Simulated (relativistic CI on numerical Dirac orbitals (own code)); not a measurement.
Calculated at this level of theory: Dirac-Coulomb-Breit CI, KLI orbitals optimised for each configuration, model QED (radiative potential, 1s self-energy scaled to tabulated hydrogen-like ionisation energies), valence Slater integrals scaled by 0.85, P86 correlation energy added to each configuration (own radial code, finite nucleus).

CI space (outside the closed core [Ar] 3d10): 4s2.4p6.4d7, 4s2.4p6.4d6.5s, 4s2.4p6.4d6.4f, 4s2.4p6.4d6.5p, 4s2.4p5.4d8, 4s2.4p6.4d6.5d, 4s2.4p6.4d6.6s, 4s2.4p6.4d6.6p, 4s2.4p6.4d5.5s.5p, 4s2.4p6.4d6.5f, 4s2.4p6.4d6.6d, 4s.4p6.4d8, 4s2.4p6.4d6.7s, 4s2.4p6.4d6.5g, 4s2.4p6.4d6.7p, 4s2.4p5.4d7.4f, 4s2.4p6.4d6.6f, 4s2.4p6.4d5.4f.5s, 4s2.4p5.4d7.5s, 4s2.4p6.4d5.5p.5d, 4s2.4p6.4d5.5s2, 4s2.4p6.4d4.4f.5s2, 4s2.4p6.4d4.5s2.5p, 4s2.4p6.4d4.5s2.5d, 4s2.4p6.4d4.5s2.6s, 4p6.4d9, 4p5.4d10. Double excitations out of closed p, d and f shells are left out; levels of such configurations are missing from the list, as are those of other unlisted configurations, and high levels can miss mixing partners. These lack a partner that the ground configuration has and come out too high: 4s2.4p5.4d7.4f, 4s2.4p5.4d7.5s.

At this charge configurations can still be misplaced by up to about 7 % of their energy.

Outline of the computed level scheme of Cd VI. Lowest level of each configuration: 4s2.4p6.4d7 4F_9/2 at 0.0000 eV; 4s2.4p6.4d6.5s 6D_9/2 at 25.1210 eV.

LS names give the leading component of a level, which can be under half, so a name can repeat, a term be missing and a line seem to break the LS rules.
